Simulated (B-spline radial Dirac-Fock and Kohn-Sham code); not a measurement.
**The L3 (2p3/2) hole of germanium ions: width and yield against charge**

These are calculated numbers from a radial B-spline solver; the model is independent-particle radiative and Coulomb Auger rates from relativistic LDA hole-state orbitals, with Dirac-Fock energies. Tabulated ground configurations, configuration averages; single configurations, so decays that open only by mixing (as 1s 2s² with 1s 2p² in Be-like ions) are missing and such tiny yields are far too low.

```tsv
ion	configuration	radiative (eV)	non-radiative (eV)	yield
Ge	[Ar] 3d10 4s2 4p2	0.0119	0.852	0.0138
Ge⁺	[Ar] 3d10 4s2 4p1	0.0120	0.850	0.0139
Ge²⁺	[Ar] 3d10 4s2	0.0120	0.848	0.0140
Ge³⁺	[Ar] 3d10 4s1	0.0121	0.853	0.0140
Ge⁴⁺	[Ar] 3d10	0.0122	0.859	0.0140
Ge⁵⁺	[Ar] 3d9	0.0117	0.832	0.0139
Ge⁶⁺	[Ar] 3d8	0.0111	0.796	0.0138
Ge⁷⁺	[Ar] 3d7	0.0104	0.754	0.0137
```
